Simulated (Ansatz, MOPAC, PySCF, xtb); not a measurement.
Lewis adduct: BH3 (SMILES B) (first 4 atoms) with PH3 (SMILES P); geometry from B3LYP-D3(BJ)/def2-TZVP, rigid monomers moved along the line of their centres of mass till B1···P5 is 3.47 Å.
(charge 0, multiplicity 1):
```xyz
8

B     -0.0303    -0.0774     0.6721
H      1.0967    -0.4211     0.4177
H     -0.8416    -0.9688     0.6552
H     -0.3837     0.9320     0.1159
P      0.1222     0.8358     4.0199
H     -1.0579     1.2936     4.6330
H      0.5131    -0.1414     4.9527
H      0.9982     1.8752     4.3806
```

Monomers are frozen at their geometry in the pair; levels with a basis set take the counterpoise correction.

Rows in 6-31G* carry no dispersion term and start afresh at each structure (6-31G* with six Cartesian d functions). MP2/6-31G* freezes PySCF's default core. The state that PM7 reach isn't checked; PM7 holds dispersion and hydrogen-bond terms.

The values were computed with Ansatz (Gaussian basis) for Hartree–Fock, density functionals and correlated methods; MOPAC for PM7 (differences of heats of formation); PySCF for 6-31G* rows; xtb for the GFN methods. Each number belongs to the level named beside it.

**Question.** One of these levels gives -5.8 kJ/mol for the interaction energy. Which one is it?
A. GFN2-xTB
B. MP2/6-31G*
C. PM7
D. r2SCAN/def2-TZVPPD

**Answer.** A, GFN2-xTB. The others give -15.9 (PM7), -24.4 (r2SCAN/def2-TZVPPD), -19.6 (MP2/6-31G*)

Ansatz is a program for electronic structure.
